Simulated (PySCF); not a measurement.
Spectrum to structure. Theory: TDDFT wB97X-D/def2-SVPD, vertical, gas phase, core orbitals frozen in the response (PySCF). Geometries: GFN2-xTB, one conformer each.

| state | λ (nm) | f |
| --- | --- | --- |
| S1 | 237.0 | 0.0020 |
| S2 | 166.7 | 0.0083 |
| S3 | 165.6 | 0.020 |
| S4 | 159.8 | 0.015 |
| S5 | 155.7 | 0.022 |
| S6 | 151.7 | 0.029 |
| S7 | 150.2 | 0.178 |
| S8 | 149.3 | 0.024 |

Triplets computed (Tamm–Dancoff): 4.48, 5.42, 7.22 eV.

Problem. Which candidate is it? All have the formula C3H9NO2Si.
A. `[H]/N=C\CCO[SiH2]O`
B. `O[SiH](O)[C@H]1CCN1`
C. `C=N[SiH](OC)OC`

Solution. A. Its S1 lies at 5.23 eV; the nearest of the others has S1 at 6.05 eV. S1 is HOMO→LUMO (82%), HOMO→LUMO+2 (14%). Löwdin shares by element: HOMO nitrogen 56%, carbon 23% or more, hydrogen 8% or more; LUMO carbon 42%, nitrogen 29% (atoms not listed hold the other 29%). At the same level the other candidates give, for their lowest levels:
- `O[SiH](O)[C@H]1CCN1`: 205 nm (f 0.002); 183 nm (f 0.020); 177 nm (f 0.013); 171 nm (f 0.012); 166 nm (f 0.002); T1 5.81 eV; HOMO -8.45, LUMO 2.05 eV
- `C=N[SiH](OC)OC`: 310 nm (f 0.001); 182 nm (f 0.007); 180 nm (f 0.000); 175 nm (f 0.031); 163 nm (f 0.037); T1 3.46 eV; HOMO -8.93, LUMO 0.86 eV
